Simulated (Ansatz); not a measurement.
Kohn–Sham single points on CH$_{6}$GeSSi, SMILES `[SiH3][CH]1[S][GeH2]1`.

```yaml
crystal:
  periodic: [false, false, false]
  atoms:
    - {symbol: Si, position_ang: [-0.604386, 1.332356, 0.503453]}
    - {symbol: C, position_ang: [0.025164, 0.083646, -0.721260]}
    - {symbol: S, position_ang: [-1.133447, -1.349873, -1.002234]}
    - {symbol: Ge, position_ang: [0.847070, -1.552651, -0.098948]}
    - {symbol: H, position_ang: [0.426598, 2.381651, 0.739242]}
    - {symbol: H, position_ang: [-1.845309, 1.984263, 0.007229]}
    - {symbol: H, position_ang: [-0.898385, 0.636911, 1.783236]}
    - {symbol: H, position_ang: [0.439370, 0.468227, -1.651427]}
    - {symbol: H, position_ang: [1.925963, -2.207211, -0.957128]}
    - {symbol: H, position_ang: [0.900360, -1.828518, 1.400639]}
basis:
  gaussian: {orbitals: def2-TZVPP}
hamiltonian: {xc: {name: wB97M-V}}
output: {forces: true, orbitals: {seedname: orbitals}}
```

```sh
$ ansatz run in.yaml --threads 4 --pin off --events-out ev --progress --plain --max-ram 10444MiB
```

Shortened log:

```
Functional definition: wB97M-V
1502 factors; their error is unknown
322 factors; integrals over basis functions are off by at most 9.8e-6 eV
mean field evaluation 1: about -76358.4641 eV, gradient 3.7e1 eV
mean field evaluation 2: about -76358.5237 eV, gradient 3.8e1 eV
mean field evaluation 4: about -76361.3215 eV, gradient 1.1e0 eV
mean field evaluation 8: about -76361.3330 eV, gradient 4.5e-2 eV
mean field evaluation 16: about -76361.4935 eV, gradient 7.5e-5 eV
mean field -76361.49349134 eV, -2806.2331261274 hartree, gradient 7.5e-5 eV, S^2 0.000000; 0 other end points of the search recorded, 0 dependent functions left out
reference -76361.49354445 eV, -2806.2331280792 hartree; 37, 37 occupied and 210, 210 virtual orbitals, 1502 factors
Total energy: -76361.49354445 eV, -2806.2331280792 hartree
Atom 0 at    -0.604386     1.332356     0.503453 Å, force    -0.045422     0.097922     0.068962 eV/Å
Atom 1 at     0.025164     0.083646    -0.721260 Å, force     0.121081     0.081084    -0.035661 eV/Å
Atom 2 at    -1.133447    -1.349873    -1.002234 Å, force    -0.075722    -0.059083    -0.011746 eV/Å
Atom 3 at     0.847070    -1.552651    -0.098948 Å, force     0.081017    -0.037116     0.033477 eV/Å
Atom 4 at     0.426598     2.381651     0.739242 Å, force    -0.117524    -0.120912    -0.023831 eV/Å
Atom 5 at    -1.845309     1.984263     0.007229 Å, force     0.140714    -0.077169     0.057905 eV/Å
Atom 6 at    -0.898385     0.636911     1.783236 Å, force     0.034316     0.064934    -0.138781 eV/Å
Atom 7 at     0.439370     0.468227    -1.651427 Å, force    -0.044160    -0.035174     0.093639 eV/Å
Atom 8 at     1.925963    -2.207211    -0.957128 Å, force    -0.091233     0.059558     0.078640 eV/Å
Atom 9 at     0.900360    -1.828518     1.400639 Å, force    -0.003065     0.025955    -0.122605 eV/Å
Dipole moment:     0.448440    -0.042592     0.067582 e Å
```

It took 17 s on 4 threads of an Arm Neoverse V1 on a shared host, with 1 GiB of host memory at the peak.

Changing it to `hamiltonian: {xc: {name: B2PLYP}}` and no forces (abridged; 7.5 s):

```
Functional definition: B2PLYP
mean field evaluation 16: about -76342.1531 eV, gradient 5.7e-5 eV
mean field -76342.15310735 eV, -2805.5223801254 hartree, gradient 6.8e-6 eV, S^2 0.000000
20 core orbitals not correlated: weight in the atoms' cores, before any rotation towards them, 1.000 or more for the frozen orbitals, at most 0.000 for the correlated occupied ones
second order -24.45020810 eV of doubles, -0.00000000 eV of singles
Total energy: -76348.75484404 eV, -2805.7649894738 hartree
```

Changing it to `hamiltonian: {xc: {name: B3LYP}, dispersion: d4}` (abridged; 7 s):

```
Functional definition: B3LYP
mean field evaluation 16: about -76369.0083 eV, gradient 2.5e-4 eV
mean field -76369.00830610 eV, -2806.5092904760 hartree, gradient 1.2e-5 eV, S^2 0.000000
Total energy: -76369.46279142 eV, -2806.5259925036 hartree
Atom 0 force    -0.040251     0.140694     0.094933 eV/Å
Atom 1 force     0.118359     0.326538    -0.083449 eV/Å
Atom 2 force    -0.430116    -0.208281    -0.182664 eV/Å
Atom 3 force     0.336505    -0.183239     0.145576 eV/Å
Atom 4 force    -0.064948    -0.060482    -0.010508 eV/Å
Atom 5 force     0.077138    -0.040402     0.034516 eV/Å
Atom 6 force     0.018120     0.055793    -0.086970 eV/Å
Atom 7 force    -0.030413    -0.020980     0.082218 eV/Å
Atom 8 force     0.007064    -0.005760     0.009517 eV/Å
Atom 9 force     0.008542    -0.003880    -0.003170 eV/Å
Dipole moment:     0.432468    -0.029738     0.062275 e Å
```

B3LYP takes the VWN-RPA correlation (the form of Gaussian; ORCA's B3LYP/G).
